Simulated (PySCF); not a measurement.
Task: Write a Z-matrix for `CPC1=CC=C(C)C=C1` as optimised with PBE0-D3(BJ)/def2-SVP.

Result: 
Z-matrix in Å and degrees, rows numbered from 1:
```
C 
P   1  1.8586
C   2  1.8382  1  100.01
C   3  1.4008  2  123.49  1    78.83
C   4  1.3918  3  120.86  2  -179.28
C   5  1.4004  4  121.16  3     0.34
C   6  1.5008  5  121.05  4  -178.60
C   6  1.3992  5  117.88  4    -0.11
C   8  1.3925  6  121.10  5    -0.55
H   1  1.1001  2  108.42  3    71.75
H   1  1.0997  2  112.98  3   -48.81
H   1  1.1008  2  109.25  3  -170.90
H   2  1.4289  1   96.94  3    98.11
H   4  1.0938  3  119.72  2     0.55
H   5  1.0939  4  119.45  3  -179.87
H   7  1.0997  6  111.54  5  -150.15
H   7  1.1031  6  110.85  5    90.46
H   7  1.0996  6  111.56  5   -28.99
H   8  1.0938  6  119.41  5  -179.99
H   9  1.0941  3  119.48  2    -1.58
```

P2 (phosphine phosphorus) is pyramidal (angles 100.0°, 96.9° and 96.7°, sum 293.7°, 0.83 Å off the plane of its three neighbours). The 6-membered ring C3–C4–C5–C6–C8–C9 has internal angles of 117.9° to 121.2°; it is planar, 0.00 Å rms from its mean plane, widest ring torsion 1°. The 2 C–P bonds span 1.838 Å (P2–C3, drawn single) to 1.859 Å (C1–P2, drawn single), a spread of 0.021 Å. Of the pairs four or more bonds apart, H13···H14 is among the closest relative to their van der Waals radii: 2.47 Å, 103 % of the sum of Bondi's values.

Computed, not measured: PySCF, PBE0-D3(BJ)/def2-SVP geometry optimisation, gas phase.

Point group: C1 (no symmetry element, even within 0.4 Å). Not checked by PBE0-D3(BJ)/def2-SVP frequencies. The numbers are those of one conformer (C1–P2–C3–C4 79°).
